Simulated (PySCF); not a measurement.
A geometry optimisation on `[NH3+][GaH2-][F]`.

Computed with PBE0-D3(BJ)/def2-SVP geometry optimisation, gas phase (PySCF 2.14.0). Start geometry: GFN2-xTB. The input is one job of a driver script: a line of settings, then coordinates in Å.

Input:
```
{"job": {"xc": "PBE0", "basis": "def2-SVP", "d3": "d3bj", "grid": 1, "maxiter": 30, "shake": 0.01, "kind": "geom"}, "charge": 0, "multiplicity": 1}
N      1.064930     0.036810     0.106980
Ga    -1.113320    -0.250220    -0.027790
F     -1.252000     1.315060    -0.815900
H      1.699700    -0.624800     0.514670
H      1.336940     0.225270    -0.869890
H      1.151730     0.949770     0.600740
H     -1.573760    -0.248420     1.434860
H     -1.259090    -1.422620    -0.996130
```

Output:
```
step   0  E = -2081.72962532  max force = 0.030458
step   1  E = -2081.73179620  max force = 0.011351
step   2  E = -2081.73259686  max force = 0.003984
step   3  E = -2081.73283319  max force = 0.002089
step   4  E = -2081.73292858  max force = 0.002004
step   5  E = -2081.73298442  max force = 0.001047
step   6  E = -2081.73299556  max force = 0.000518
step   7  E = -2081.73299832  max force = 0.000101
optimisation converged
```

Energies in Eh; «max force» is the largest Cartesian gradient component in Eh/bohr.

Q: Give the first gradient maximum in eV/Å.

A: With 1 Eh/bohr = 51.422 eV/Å, 1.566 eV/Å.

Main results: final energy -2081.73300 Eh after 7 steps; dipole 5.67 D.

The run took 16 s on one thread, Intel Xeon Platinum 8488C (x86_64), shared host with 96 logical CPUs at a one-minute load of 14, and the process peaked at 0.37 GiB of memory.
Labels such as C1 count atoms from 1, the log's own numbers from 0.
